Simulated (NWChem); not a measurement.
Species: AlGeH₅; SMILES [GeH3][AlH2]

```xyz
7

Al    -0.0333    -1.7105    -0.0006
Ge    -0.0805     0.7795    -0.0088
H     -1.5029     1.3900    -0.1064
H      0.5594     1.3687     1.2791
H      0.7363     1.3752    -1.1882
H      1.3639    -2.4732    -0.0008
H     -1.3768    -2.5635     0.0099
```
Atoms are numbered in this order, from 1.

Level: B3LYP/6-31G* (spherical d) (NWChem), optimised geometry, unscaled harmonic frequencies. 

```json
[
 {"frequency (cm⁻¹)": "30", "IR intensity (km/mol)": "0.2"},
 {"frequency (cm⁻¹)": "308", "IR intensity (km/mol)": "18.4"},
 {"frequency (cm⁻¹)": "323", "IR intensity (km/mol)": "9.3"},
 {"frequency (cm⁻¹)": "340", "IR intensity (km/mol)": "37.1"},
 {"frequency (cm⁻¹)": "506", "IR intensity (km/mol)": "6.4"},
 {"frequency (cm⁻¹)": "576", "IR intensity (km/mol)": "107.5"},
 {"frequency (cm⁻¹)": "753", "IR intensity (km/mol)": "564.4"},
 {"frequency (cm⁻¹)": "822", "IR intensity (km/mol)": "2.6"},
 {"frequency (cm⁻¹)": "881", "IR intensity (km/mol)": "30.5"},
 {"frequency (cm⁻¹)": "884", "IR intensity (km/mol)": "36.2"},
 {"frequency (cm⁻¹)": "1919", "IR intensity (km/mol)": "189.2"},
 {"frequency (cm⁻¹)": "1935", "IR intensity (km/mol)": "245.1"},
 {"frequency (cm⁻¹)": "2070", "IR intensity (km/mol)": "89.7"},
 {"frequency (cm⁻¹)": "2080", "IR intensity (km/mol)": "148.8"},
 {"frequency (cm⁻¹)": "2093", "IR intensity (km/mol)": "162.0"}
]
```

```yaml
zero_point_energy: 22.2 kcal/mol
thermal correction to the enthalpy at 298.15 K (with zero-point energy): 26.3 kcal/mol
heat capacity Cv: 17.6 cal/(mol K)
entropy at 298.15 K and 1 atm (symmetry number 1): 75.3 cal/(mol K)
dipole_moment: 0.51 D
```

Rigid rotor and harmonic oscillator; modes under 100 cm⁻¹ make the entropy uncertain.
